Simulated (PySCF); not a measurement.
**Relaxation of doublet MoO₃⁻**

These are results of UB3LYP in PySCF with Mo def2-SVPD with ECP28, O def2-SVPD; scalar-relativistic core potentials, no spin–orbit coupling; density-fitted integrals, not measurements. A (50,194) grid was used.

A start displaced from a saddle point along its imaginary mode, of C3v symmetry, held to at least that symmetry:

Coordinates in bohr (charge -1 multiplicity 2):
```
Mo    0.0000    0.0000   -0.2315
O     3.3102    0.0000    0.4724
O    -1.6551    2.8667    0.4724
O    -1.6551   -2.8667    0.4724
```

Problem. What does it relax to?

Solution. It ends at C3v with Mo–O 1.745 Å (×3); O–Mo–O 116.7° (×3) (after a last refinement on a finer grid). A frequency run shows a minimum.

Problem. How much energy is released, and in how many steps?

Solution. 14.7 kJ/mol in 5 steps.

Open d and f shells are described by one determinant, and the ground state may have another occupation or spin.
